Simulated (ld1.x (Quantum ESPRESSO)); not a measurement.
**osmium (Os): TM pseudisation with PBE, scalar-relativistic reference atom.**

ld1.x (Quantum ESPRESSO) 7.5 was run on this input:

```
&input
   title='Os', zed=76., rel=1, dft='PBE', iswitch=3,
   config='[Xe] 4f14 5d6 6s2 6p0',
   nld=3, rlderiv=2.85, eminld=-6.0, emaxld=5.0, deld=0.02
 /
 &inputp
   pseudotype=2, tm=.true., lloc=0,
   nlcc=.true.,
   file_pseudopw='Os.UPF', file_wfcaegen='ae.wfc', file_wfcncgen='nc.wfc', file_beta='beta', file_chi='chi'
 /
3
5P  2  1   6.00   0.00  1.45  1.45  0.0
5D  3  2   6.00   0.00  2.50  2.50  0.0
6S  1  0   2.00   0.00  2.60  2.60  0.0
 &test
   configts(1)='5p6 5d6 6s2 6p0'
 /
```

Command:

```bash
ld1.x < Os.in > Os.out
```

Resulting log (shortened: banner, matrices, multipoles, cross overlaps and the repeated all-electron block are left out):

```
Program LD1 v.7.5
     --------------------------- All-electron run ----------------------------

     Os
     scalar relativistic calculation

     atomic number is 76.00
     dft =PBE   lsd =0 sic =0 latt =0  beta=0.20 tr2=1.0E-14
     Exchange-correlation= PBE
                           (   1   4   3   4   0   0   0)
     mesh =1275 r(mesh) =  98.91557 a.u. xmin = -7.00 dx = 0.01250
     1 Ry =  13.60569312 eV, c = 137.03599908

     n l     nl                  e(Ry)          e(Ha)          e(eV)
     1 0     1S 1( 2.00)     -5430.1462     -2715.0731    -73880.9027
     2 0     2S 1( 2.00)      -945.6987      -472.8494    -12866.8869
     2 1     2P 1( 6.00)      -823.3600      -411.6800    -11202.3830
     3 0     3S 1( 2.00)      -220.0785      -110.0393     -2994.3208
     3 1     3P 1( 6.00)      -184.1637       -92.0819     -2505.6750
     4 0     4S 1( 2.00)       -46.4449       -23.2225      -631.9155
     4 1     4P 1( 6.00)       -34.6678       -17.3339      -471.6795
     3 2     3D 1(10.00)      -144.0773       -72.0387     -1960.2717
     5 0     5S 1( 2.00)        -6.7289        -3.3645       -91.5514
     5 1     5P 1( 6.00)        -3.7366        -1.8683       -50.8392
     4 2     4D 1(10.00)       -20.0549       -10.0275      -272.8609
     4 3     4F 1(14.00)        -3.8204        -1.9102       -51.9789
     5 2     5D 1( 6.00)        -0.4597        -0.2299        -6.2549
     6 0     6S 1( 2.00)        -0.4518        -0.2259        -6.1465
     6 1     6P 1( 0.00)        -0.0933        -0.0466        -1.2693

     final scf error:  2.4E-15 reached in  25 iterations

     Etot =  -34507.716204 Ry,  -17253.858102 Ha, -469501.397054 eV

     Ekin =   38256.971299 Ry,   19128.485650 Ha,  520512.611316 eV
     Encl =  -85532.524044 Ry,  -42766.262022 Ha,-1163729.274172 eV
     Eh   =   13444.156886 Ry,    6722.078443 Ha,  182917.072883 eV
     Exc  =    -676.320346 Ry,    -338.160173 Ha,   -9201.807080 eV

     normalization and overlap integrals

     s(1S/1S) =  1.000000  <r> =   0.0177  <r2> =    0.0004  r(max) =   0.0110
     s(2S/2S) =  1.000000  <r> =   0.0749  <r2> =    0.0066  r(max) =   0.0636
     s(2P/2P) =  1.000000  <r> =   0.0673  <r2> =    0.0055  r(max) =   0.0520
     s(3S/3S) =  1.000000  <r> =   0.1939  <r2> =    0.0430  r(max) =   0.1794
     s(3P/3P) =  1.000000  <r> =   0.1945  <r2> =    0.0439  r(max) =   0.1772
     s(4S/4S) =  1.000000  <r> =   0.4318  <r2> =    0.2104  r(max) =   0.4042
     s(4P/4P) =  1.000000  <r> =   0.4594  <r2> =    0.2400  r(max) =   0.4250
     s(3D/3D) =  1.000000  <r> =   0.1762  <r2> =    0.0364  r(max) =   0.1450
     s(5S/5S) =  1.000000  <r> =   1.0059  <r2> =    1.1360  r(max) =   0.9110
     s(5P/5P) =  1.000000  <r> =   1.1696  <r2> =    1.5498  r(max) =   1.0323
     s(4D/4D) =  1.000000  <r> =   0.4890  <r2> =    0.2767  r(max) =   0.4357
     s(4F/4F) =  1.000000  <r> =   0.5565  <r2> =    0.3822  r(max) =   0.4042
     s(5D/5D) =  1.000000  <r> =   1.8168  <r2> =    3.9997  r(max) =   1.3590
     s(6S/6S) =  1.000000  <r> =   2.9803  <r2> =   10.1824  r(max) =   2.4763
     s(6P/6P) =  1.000000  <r> =   4.6965  <r2> =   26.2011  r(max) =   3.5582

     ------------------------ End of All-electron run ------------------------

     --------------------- Generating NC pseudopotential ---------------------

      Generating local pot.: lloc=0, matching radius rcloc =   2.6000

      Computing core charge for nlcc:

       r > 0.86 : true rho core
       r < 0.86 : rho core = a sin(br)/r    a=  33.11  b=   3.05

      Integrated core pseudo-charge :  13.44

      Wfc   5P  rcut= 1.447  Using Troullier-Martins method

      Wfc   5D  rcut= 2.507  Using Troullier-Martins method

     ------------------- End of pseudopotential generation -------------------

     Computing logarithmic derivative in   2.85918
     Computing logarithmic derivative in   2.85918
     Computing the partial wave expansion
       no projector for channel:   0
     R is outside the sphere for l=    1 j= 0.00
     R is outside the sphere for l=    2 j= 0.00

     ---------------------- Testing the pseudopotential ----------------------

     Os
     scalar relativistic calculation

     atomic number is 76.00   valence charge is 14.00
     dft =PBE   lsd =0 sic =0 latt =0  beta=0.20 tr2=1.0E-14
     mesh =1275 r(mesh) =  98.91557 xmin = -7.00 dx = 0.01250

     n l     nl             e AE (Ry)        e PS (Ry)    De AE-PS (Ry)
     2 1     5P   1( 6.00)       -3.73661       -3.73664        0.00003
     3 2     5D   1( 6.00)       -0.45972       -0.45973        0.00000
     1 0     6S   1( 2.00)       -0.45176       -0.45176        0.00000
     3 1     6P   1( 0.00)       -0.09329       -0.06213       -0.03116  !

     eps = 5.9E-16  iter = 12

     Etot =  -34507.716204 Ry,  -17253.858102 Ha, -469501.397054 eV
     Etotps =  -160.308721 Ry,     -80.154361 Ha,   -2181.111264 eV

     Ekin =      48.473343 Ry,      24.236672 Ha,     659.513433 eV
     Encl =    -184.810997 Ry,     -92.405499 Ha,   -2514.481714 eV
     Ehrt =     106.833747 Ry,      53.416874 Ha,    1453.547183 eV
     Ecxc =     -49.843648 Ry,     -24.921824 Ha,    -678.157384 eV
     (Ecc =     -30.407193 Ry,     -15.203596 Ha,    -413.710934 eV)
     Epseu=     -80.961166 Ry,     -40.480583 Ha,   -1101.532782 eV

     ---------------------- End of pseudopotential test ----------------------
```

Generation and configuration tests took about 1.9 s on one core of a shared server CPU.

Transferability test of the new file with ld1.x, input:

```
&input
   title='Os', zed=76., rel=1, dft='PBE', iswitch=2,
   config='[Xe] 4f14 5d6 6s2 6p0'
 /
 &test
   file_pseudo='Os.UPF', nconf=8,
   configts(1)='5p6 5d6 6s2 6p0',
   configts(2)='5p6 5d6 6s1 6p0',
   configts(3)='5p6 5d6 6s0 6p0',
   configts(4)='5p6 5d5 6s0 6p0',
   configts(5)='5p6 5d6 6s1.5 6p0',
   configts(6)='5p5 5d6 6s2 6p0',
   configts(7)='5p6 5d4 6s0 6p0',
   configts(8)='5p6 5d7 6s1 6p0'
 /
```

```bash
ld1.x < Os.test.in > Os.test.out
```

Pseudopotential blocks of its output, shortened (energy terms left out; the distinct warnings before each block abridged to one line each):

```
     ---------------------- Testing the pseudopotential ----------------------

     n l     nl             e AE (Ry)        e PS (Ry)    De AE-PS (Ry)
     2 1     5P   1( 6.00)       -3.73661       -3.73664        0.00003
     3 2     5D   1( 6.00)       -0.45972       -0.45973        0.00000
     1 0     6S   1( 2.00)       -0.45176       -0.45176        0.00000
     3 1     6P   1( 0.00)       -0.09329       -0.06213       -0.03116  !

     eps = 1.3E-15  iter = 12

     Etot =  -34507.716204 Ry,  -17253.858102 Ha, -469501.397053 eV
     Etotps =  -160.308721 Ry,     -80.154361 Ha,   -2181.111263 eV

     ---------------------- End of pseudopotential test ----------------------

          ---------------------- Testing the pseudopotential ----------------------

     n l     nl             e AE (Ry)        e PS (Ry)    De AE-PS (Ry)
     2 1     5P   1( 6.00)       -4.33036       -4.32542       -0.00494
     3 2     5D   1( 6.00)       -1.03916       -1.03828       -0.00087
     1 0     6S   1( 1.00)       -0.96585       -0.96707        0.00122
     3 1     6P   1( 0.00)       -0.52175       -0.45976       -0.06199  !

     eps = 1.8E-15  iter =  9

     Etot =  -34507.012330 Ry,  -17253.506165 Ha, -469491.820349 eV
     Etotps =  -159.604063 Ry,     -79.802032 Ha,   -2171.523904 eV
     dEtot_ae =       0.703875 Ry
     dEtot_ps =       0.704658 Ry,   Delta E=      -0.000783 Ry

     ---------------------- End of pseudopotential test ----------------------

          Warning: n=2, l=1 expected 0 nodes, found 1
     ---------------------- Testing the pseudopotential ----------------------

     n l     nl             e AE (Ry)        e PS (Ry)    De AE-PS (Ry)
     2 1     5P   1( 6.00)       -5.00008       -4.99104       -0.00905  !
     3 2     5D   1( 6.00)       -1.68483       -1.68422       -0.00061
     1 0     6S   1( 0.00)       -1.52855       -1.53259        0.00404
     3 1     6P   1( 0.00)       -1.01023       -0.91732       -0.09291  !

     eps = 1.3E-16  iter =  9

     Etot =  -34505.769134 Ry,  -17252.884567 Ha, -469474.905810 eV
     Etotps =  -158.357995 Ry,     -79.178998 Ha,   -2154.570289 eV
     dEtot_ae =       1.947070 Ry
     dEtot_ps =       1.950726 Ry,   Delta E=      -0.003655 Ry

     ---------------------- End of pseudopotential test ----------------------

          ---------------------- Testing the pseudopotential ----------------------

     n l     nl             e AE (Ry)        e PS (Ry)    De AE-PS (Ry)
     2 1     5P   1( 6.00)       -5.97399       -5.98082        0.00683  !
     3 2     5D   1( 5.00)       -2.57129       -2.57704        0.00575  !
     1 0     6S   1( 0.00)       -2.23706       -2.24361        0.00654  !
     3 1     6P   1( 0.00)       -1.62213       -1.47865       -0.14348  !

     eps = 4.3E-15  iter = 10

     Etot =  -34503.648948 Ry,  -17251.824474 Ha, -469446.059215 eV
     Etotps =  -156.234991 Ry,     -78.117495 Ha,   -2125.685338 eV
     dEtot_ae =       4.067256 Ry
     dEtot_ps =       4.073730 Ry,   Delta E=      -0.006474 Ry

     ---------------------- End of pseudopotential test ----------------------

          ---------------------- Testing the pseudopotential ----------------------

     n l     nl             e AE (Ry)        e PS (Ry)    De AE-PS (Ry)
     2 1     5P   1( 6.00)       -4.02287       -4.02042       -0.00246
     3 2     5D   1( 6.00)       -0.74007       -0.73956       -0.00051
     1 0     6S   1( 1.50)       -0.70182       -0.70229        0.00047
     3 1     6P   1( 0.00)       -0.29791       -0.25086       -0.04706  !

     eps = 4.7E-16  iter = 12

     Etot =  -34507.428566 Ry,  -17253.714283 Ha, -469497.483529 eV
     Etotps =  -160.020857 Ry,     -80.010428 Ha,   -2177.194673 eV
     dEtot_ae =       0.287639 Ry
     dEtot_ps =       0.287864 Ry,   Delta E=      -0.000225 Ry

     ---------------------- End of pseudopotential test ----------------------

          ---------------------- Testing the pseudopotential ----------------------

     n l     nl             e AE (Ry)        e PS (Ry)    De AE-PS (Ry)
     2 1     5P   1( 5.00)       -4.66496       -4.70746        0.04251  !
     3 2     5D   1( 6.00)       -1.26416       -1.27682        0.01266  !
     1 0     6S   1( 2.00)       -1.06114       -1.05658       -0.00456
     3 1     6P   1( 0.00)       -0.57353       -0.49394       -0.07959  !

     eps = 6.4E-15  iter = 13

     Etot =  -34503.532921 Ry,  -17251.766461 Ha, -469444.480588 eV
     Etotps =  -156.100245 Ry,     -78.050122 Ha,   -2123.852025 eV
     dEtot_ae =       4.183283 Ry
     dEtot_ps =       4.208476 Ry,   Delta E=      -0.025193 Ry

     ---------------------- End of pseudopotential test ----------------------

          ---------------------- Testing the pseudopotential ----------------------

     n l     nl             e AE (Ry)        e PS (Ry)    De AE-PS (Ry)
     2 1     5P   1( 6.00)       -7.03728       -7.06210        0.02482  !
     3 2     5D   1( 4.00)       -3.53974       -3.55167        0.01193  !
     1 0     6S   1( 0.00)       -3.00644       -3.01835        0.01191  !
     3 1     6P   1( 0.00)       -2.29967       -2.09562       -0.20405  !

     eps = 1.6E-16  iter =  9

     Etot =  -34500.600339 Ry,  -17250.300170 Ha, -469404.580772 eV
     Etotps =  -153.176699 Ry,     -76.588349 Ha,   -2084.075156 eV
     dEtot_ae =       7.115865 Ry
     dEtot_ps =       7.132022 Ry,   Delta E=      -0.016157 Ry

     ---------------------- End of pseudopotential test ----------------------

          ---------------------- Testing the pseudopotential ----------------------

     n l     nl             e AE (Ry)        e PS (Ry)    De AE-PS (Ry)
     2 1     5P   1( 6.00)       -3.57437       -3.56138       -0.01299  !
     3 2     5D   1( 7.00)       -0.34575       -0.34271       -0.00304
     1 0     6S   1( 1.00)       -0.39912       -0.40132        0.00219
     3 1     6P   1( 0.00)       -0.07264       -0.04924       -0.02339  !

     eps = 4.4E-15  iter = 12

     Etot =  -34507.692899 Ry,  -17253.846450 Ha, -469501.079967 eV
     Etotps =  -160.282343 Ry,     -80.141172 Ha,   -2180.752375 eV
     dEtot_ae =       0.023305 Ry
     dEtot_ps =       0.026378 Ry,   Delta E=      -0.003072 Ry

     ---------------------- End of pseudopotential test ----------------------
```
